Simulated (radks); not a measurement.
Charge is removed step by step from the 5p (averaged over the sub-levels emptied) level of Eu, starting from [Xe] 4f7 6s2. All-electron calculation, Dirac Kohn-Sham, LDA (Slater exchange, Perdew-Wang correlation), spin-unpolarised, spherical densities, finite nucleus; open shells are shared between the two j in proportion to 2j + 1; Fermi nuclear charge, rms radius 5.1115 fm. Program: a radial shooting solver on a logarithmic mesh with Libxc functionals.

removed (e) = 0: E - E(0) (eV) 0.000; eigenvalue (eV) -24.019; E minus straight line (eV) 0.000
removed (e) = 0.125: E - E(0) (eV) 3.078; eigenvalue (eV) -25.228; E minus straight line (eV) -0.562
removed (e) = 0.25: E - E(0) (eV) 6.308; eigenvalue (eV) -26.471; E minus straight line (eV) -0.970
removed (e) = 0.375: E - E(0) (eV) 9.697; eigenvalue (eV) -27.745; E minus straight line (eV) -1.221
removed (e) = 0.5: E - E(0) (eV) 13.246; eigenvalue (eV) -29.046; E minus straight line (eV) -1.311
removed (e) = 0.625: E - E(0) (eV) 16.959; eigenvalue (eV) -30.372; E minus straight line (eV) -1.237
removed (e) = 0.75: E - E(0) (eV) 20.840; eigenvalue (eV) -31.721; E minus straight line (eV) -0.995
removed (e) = 0.875: E - E(0) (eV) 24.890; eigenvalue (eV) -33.092; E minus straight line (eV) -0.584
removed (e) = 1: E - E(0) (eV) 29.114; eigenvalue (eV) -34.483; E minus straight line (eV) 0.000

Removing the whole electron costs 29.114 eV by Delta-SCF, against 24.019 eV from minus the eigenvalue at the starting occupation. Slater's transition state (half an electron removed) gives 29.046 eV. Integrating minus the eigenvalue over the occupation (Janak's theorem) gives 29.114 eV. The mean slope of the eigenvalue, de/dn, is 10.5 eV per electron.
